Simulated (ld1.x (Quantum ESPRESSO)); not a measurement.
**Pseudopotential generation for lead: RRKJ, PBE, scalar-relativistic.**

```json
{
 "Element": "Pb",
 "Generator": "ld1.x (Quantum ESPRESSO) 7.5",
 "Type": "norm-conserving RRKJ (Kleinman–Bylander form)",
 "Functional": "PBE",
 "Relativity": "scalar-relativistic",
 "Frozen core": "[Kr] 4d10 4f14",
 "Valence charge": "22",
 "Reference configuration": "5s2 5p6 5d10 6s2 6p1.5 (charge +0.5)",
 "Partial waves": "5p (bound): rc 1.60 bohr; 5d (bound): rc 1.55 bohr; 5s (bound): rc 1.40 bohr",
 "Local potential": "the s channel",
 "Core correction": "a·sin(br)/r model core inside 1.02 bohr"
}
```

Occupied shells without a wave of their own: 6p, 6s. They enter only through the test configuration that unscreens the potential, and ld1.x also counts them in the model core charge.

Calculated quality:

```json
{"Configuration tests": "no test is counted, since the test run did not reproduce the reference configuration"}
```

A Bessel basis up to 400 Ry misses an occupied level by 0.02 Ry, so cutoffs and ghosts were not judged. The potential misses its own reference levels by up to 6.7 eV, so it is not fit for use. ld1.x takes every shell without a wave as core, so the model core holds the 6p, 6s electrons as well and exchange and correlation see them twice. This cancels in the reference configuration, but the file is broken for other ones, and its errors say nothing about a proper core correction.

Generation and tests took about 2.8 s on one core of a shared server CPU.
